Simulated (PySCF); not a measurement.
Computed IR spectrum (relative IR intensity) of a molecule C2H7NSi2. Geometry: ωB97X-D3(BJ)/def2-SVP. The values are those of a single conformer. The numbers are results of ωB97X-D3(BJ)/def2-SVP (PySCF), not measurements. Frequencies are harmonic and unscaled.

Lines under 2 % of the strongest are left out, and lines within 2 cm⁻¹ are merged.

```json
[
 {"ν (cm⁻¹)": "200", "relative intensity": "2.8"},
 {"ν (cm⁻¹)": "402", "relative intensity": "21"},
 {"ν (cm⁻¹)": "469", "relative intensity": "24"},
 {"ν (cm⁻¹)": "560", "relative intensity": "6.5"},
 {"ν (cm⁻¹)": "696", "relative intensity": "16"},
 {"ν (cm⁻¹)": "779", "relative intensity": "2.6"},
 {"ν (cm⁻¹)": "802", "relative intensity": "41"},
 {"ν (cm⁻¹)": "867", "relative intensity": "12"},
 {"ν (cm⁻¹)": "912", "relative intensity": "100"},
 {"ν (cm⁻¹)": "919", "relative intensity": "6.7"},
 {"ν (cm⁻¹)": "940", "relative intensity": "21"},
 {"ν (cm⁻¹)": "959", "relative intensity": "10"},
 {"ν (cm⁻¹)": "962", "relative intensity": "18"},
 {"ν (cm⁻¹)": "1559", "relative intensity": "6.7"},
 {"ν (cm⁻¹)": "2270", "relative intensity": "33"},
 {"ν (cm⁻¹)": "2272", "relative intensity": "15"},
 {"ν (cm⁻¹)": "2277", "relative intensity": "32"},
 {"ν (cm⁻¹)": "2282", "relative intensity": "3.5"},
 {"ν (cm⁻¹)": "3617", "relative intensity": "5.2"},
 {"ν (cm⁻¹)": "3710", "relative intensity": "5.6"}
]
```

### Question
Pick the molecule that these values belong to.
(A) N#CC([SiH3])[SiH3]
(B) N[SiH2]C#C[SiH3]
(C) C#C[Si@@H](N)[SiH3]
(D) [SiH3]C1=N[SiH2]C1

### Answer
B, N[SiH2]C#C[SiH3]
